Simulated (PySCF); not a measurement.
An unknown shows these calculated signals:

¹H NMR (600 MHz, computed): δ 7.27 (d, 1H), 6.35 (m, 1H), 6.09 (t, 1H), 4.82 (m, 2H), 2.88 (m, 2H).

¹³C{¹H} NMR (computed): δ 159.3 (C), 158.9 (CH), 135.3 (C), 133.4 (CH), 132.8 (CH), 45.3 (CH2).

PySCF calculation with PBE/pcSseg-1 with gauge-including orbitals and geometry from PBE0-D3(BJ)/def2-SVP; fast rotation and ring inversion assumed for equivalent nuclei, no solvent, one conformer, relativity neglected.

Shifts are taken against calculated references (same method and geometry level): ¹H (σ = 31.20 ppm), ¹³C (σ = 180.03 ppm) against TMS.

Which of these does the molecule contain: a vinyl group CH=CH2, a non-aromatic C=C double bond, a tert-butyl group, a Si–H bond, a CF3 group, an N-methyl group?

Answers


- A vinyl group CH=CH2: no.
- A non-aromatic C=C double bond: yes.
- A tert-butyl group: no.
- A Si–H bond: yes (δH 4.82 (m)).
- A CF3 group: yes (δC 135.3).
- An N-methyl group: no.

The data belong to `FC(F)(F)CC1=C[SiH2]C=C1`, C6H7F3Si; they needn't prove each group on their own.

Carbon signals by region: 5 in the sp2 and nitrile region (100–160 ppm), 1 below 50 ppm.

Splittings by ¹⁹F in the carbon and heteronuclear signals aren't shown, as no couplings were computed. Shifts are as computed. Against solution values, carbons near 30 ppm lie about +2 ppm off and those near 130 ppm about +2 ppm. Of 1309 compounds with measured shifts, 239 miss one by over three times the rms of a fit or turn the order of signals round; such compounds aren't used in these exercises. Multiplicities follow the n + 1 count of equivalent neighbours, as no J values were calculated; m marks all less simple cases, F and P coupling included.
